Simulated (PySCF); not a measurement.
Stretching ScBr

Set-up: PySCF, no relativity, basis sets Sc def2-TZVPP, Br def2-TZVPP. Energies in eV from Sc (3d1 4s2) + Br in their ground configurations at the same level. State: ³Δ (triplet), unpaired electrons σ ↑, δ ↑.

All columns are PBE0. A positive dipole means Sc(−)Br(+).

```csv
R (Å),E (eV),μ (D),Mulliken charge on Sc (basis-dependent),HOMO (eV),LUMO (eV),Mayer bond order,⟨S²⟩
2.130,-3.397,-2.77,0.21,-4.23,-1.72,1.44,2.00
2.229,-3.902,-3.05,0.24,-4.49,-1.82,1.36,2.00
2.328,-4.174,-3.40,0.27,-4.68,-1.91,1.29,2.00
2.403,-4.268,-3.70,0.29,-4.76,-1.99,1.25,2.00
2.477,-4.291,-4.02,0.31,-4.85,-2.07,1.21,2.00
2.551,-4.262,-4.37,0.33,-4.93,-2.15,1.16,2.00
2.650,-4.163,-4.86,0.36,-5.05,-2.26,1.11,2.00
2.774,-3.976,-5.51,0.40,-5.19,-2.40,1.05,2.00
2.923,-3.699,-6.32,0.44,-5.35,-2.58,0.97,2.00
3.121,-3.294,-7.44,0.50,-5.55,-2.81,0.88,2.00
```

A fit through these points gives, at Re = 2.470 Å, μ = -3.99 D and dμ/dR = -4.49 D/Å; the reduced mass is 28.64 u.

**Question.** How strong is the fundamental in the double-harmonic approximation, I = 42.26·(dμ/dR)²/μred km/mol?

**Answer.** I = 42.26·(-4.49)²/28.64 = 29.7 km/mol at PBE0.

The metal atom is held in its measured ground configuration; semilocal functionals can put another filling of s and d lower by some tenths of an eV, and De to that atom would be smaller. Spin–orbit coupling is left out. The state is the lowest single determinant that the PBE0 search found; with open d or f shells the true ground state can be another one.
